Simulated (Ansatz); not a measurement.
Ligand exchange: SiHCl3 + CHBr3 → SiH2Cl2 + CBr3Cl

Species: SiHCl3 (trichlorosilane) `Cl[SiH](Cl)Cl`, singlet; CHBr3 (bromoform) `BrC(Br)Br`, singlet; SiH2Cl2 (dichlorosilane (DCS)) `Cl[SiH2]Cl`, singlet; CBr3Cl (tribromochloromethane) `ClC(Br)(Br)Br`, singlet. The partners trade Cl for H: Si–Cl and C–H bonds give way to Si–H and C–Cl.

Shapes, held fixed at every level: PBE0-D4/def2-TZVP. Programs: Ansatz 0.2.0. The zero-point and thermal change to 298 K, harmonic and unscaled (PBE0-D4/def2-TZVP), is -9.9 kJ/mol.

```
             level                    kind  ΔH(298 K) (kJ/mol)  less CCSD(T)/def2-TZVPP
       HF/def2-SVP            Hartree–Fock              +210.8                    +23.8
     HF/def2-TZVPP            Hartree–Fock              +211.0                    +24.0
PBE0-D4/def2-TZVPP           global hybrid              +188.8                     +1.8
wB97M-V/def2-TZVPP  range-separated hybrid              +189.1                     +2.1
 B2PLYP/def2-TZVPP           double hybrid              +189.0                     +2.0
      MP2/def2-SVP     perturbation theory              +179.5                     -7.5
   CCSD/def2-TZVPP   coupled cluster or CI              +192.0                     +5.0
CCSD(T)/def2-TZVPP   coupled cluster or CI              +187.0                      0.0
```

The highest level, CCSD(T)/def2-TZVPP, gives ΔH(298 K) = +187.0 kJ/mol; the levels span +179.5 to +211.0. The column of differences is taken from that level and isn't an error. No measured value is set beside it here. Relativity is left out for Br. Outer-core shells of Br are correlated in most correlated rows, in sets that cover them unevenly.
